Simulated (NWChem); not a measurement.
carbon tetrabromide (CBr$_{4}$); SMILES BrC(Br)(Br)Br

Results from NWChem. Pople sets run with spherical d functions. This build's default masses of Se (78.918 u) and Br (79.917 u) are each other's, which moves their modes by up to 0.6 %. B3LYP is NWChem's, with the RPA form of VWN correlation. Each level has its own optimisation; frequencies are unscaled.

For level B3LYP/6-31G*:

| Item | Result |
|---|---|
| highest harmonic frequency (cm⁻¹) | 637 |

Task: How do the values read with level PBE/def2-SVP instead?

Result: The highest harmonic frequency (cm⁻¹) comes out as 620.
